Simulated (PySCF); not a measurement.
## Ionising RbSi

r²SCAN; basis Rb def2-SVPD with ECP28, Si def2-SVPD; scalar-relativistic core potentials; PySCF 2.14. Neutral (UKS): quartet (σ ↑, π ↑↑), Re = 3.237 Å, ωe = 172 cm⁻¹, De = 1.70 eV, HOMO -3.06 eV, LUMO -1.52 eV.

RbSi⁺ (UKS): triplet (σ ↑, π ↑), Re = 3.896 Å, ωe = 76.3 cm⁻¹, De = 0.27 eV to Rb⁺ + Si. The energies at the minima are -313.40374 hartree for RbSi and -313.20118 for RbSi⁺.

**Question.** Work out the adiabatic ionisation energy, without and with harmonic zero-point energies (1 hartree = 27.2114 eV, 1 eV = 8065.5 cm⁻¹), and the change of the bond length.

**Answer.** At r²SCAN: 0.20256 hartree = 5.512 eV between the minima; the zero-point term (76.3 − 172.0)/2 cm⁻¹ = -0.006 eV makes it 5.506 eV. Re changes by +65.9 pm against the neutral. The electron leaves a π orbital, and the ion is left as a loose complex of an ion and an atom.

Weak bonds: RbSi⁺. Basis-set superposition, not corrected here, can be much of De in a small basis, most of all at correlated wavefunction levels. Spin–orbit coupling is left out. For an ion De counts to the pair picked by the measured ionisation energies or electron affinities, which need not be the lowest pair at this level. States were picked by a PBE0 search and need not be the measured ground states.
